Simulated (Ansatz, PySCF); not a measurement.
Reaction (SMILES): C/C=C\C(C)C + 6 [H][H] (H2) → 6 C (CH4)
Structures are relaxed separately at B3LYP-D3(BJ)/def2-TZVP in Ansatz (an electronic-structure program), one conformer each, not searched for the lowest. Frequencies are from Ansatz or PySCF.
Geometry of the first species:
```xyz
18

C      2.3737    -0.4356    -0.5149
C      1.5477    -0.3089     0.7280
C      0.2426    -0.0641     0.8170
C     -0.7411     0.1485    -0.2981
C     -1.3656     1.5462    -0.2009
C     -1.8263    -0.9352    -0.2676
H      1.7918    -0.3031    -1.4255
H      3.1797     0.3042    -0.5203
H      2.8526    -1.4181    -0.5620
H      2.0963    -0.4353     1.6574
H     -0.1916    -0.0061     1.8133
H     -0.2226     0.0781    -1.2569
H     -2.0872     1.7076    -1.0048
H     -1.8912     1.6687     0.7499
H     -0.6023     2.3231    -0.2632
H     -2.5503    -0.7848    -1.0716
H     -1.3919    -1.9298    -0.3780
H     -2.3698    -0.9105     0.6807
```
Charge 0, spin multiplicity 1.

Wanted: energy of full hydrogenation (enthalpy at 298 K, with B3LYP-D3(BJ) rigid-rotor harmonic-oscillator terms), in eV. Cores are frozen in the correlated levels unless marked. Spin-orbit coupling is left out. No relativistic terms. CBS(X,Y): correlation extrapolated as X^-3; Hartree-Fock from the larger set.

```
level                                program  energy of full hydrogenation (eV)
----------------------------  --------------  ---------------------------------
BLYP-D3(BJ)/def2-TZVPD        Ansatz + dftd3                              -3.90
revPBE-D4/def2-TZVPD          Ansatz + dftd4                              -3.65
r2SCAN-D3(BJ)/def2-TZVPD      Ansatz + dftd3                              -4.16
PBE0/def2-TZVP                        Ansatz                              -4.47
r2SCAN0-D4/def2-TZVPD         Ansatz + dftd4                              -4.36
r2SCAN0/def2-TZVPD                    Ansatz                              -4.44
HSE06/def2-TZVPD                      Ansatz                         (withheld)
CAM-B3LYP-D3(BJ)/def2-TZVPD   Ansatz + dftd3                         (withheld)
wB97X-V/def2-TZVPD                    Ansatz                         (withheld)
B2GP-PLYP/def2-TZVPD                  Ansatz                         (withheld)
SCS-MP2/cc-pVDZ                       Ansatz                              -4.10
CCSD/aug-cc-pVDZ                      Ansatz                              -4.28
CCSD(T)/CBS(cc-pVTZ,cc-pVQZ)          Ansatz                              -4.11
```

Q: Fill in the missing entries.

A: 
- HSE06/def2-TZVPD, energy of full hydrogenation (eV): -4.46
- CAM-B3LYP-D3(BJ)/def2-TZVPD, energy of full hydrogenation (eV): -4.37
- wB97X-V/def2-TZVPD, energy of full hydrogenation (eV): -4.23
- B2GP-PLYP/def2-TZVPD, energy of full hydrogenation (eV): -4.25
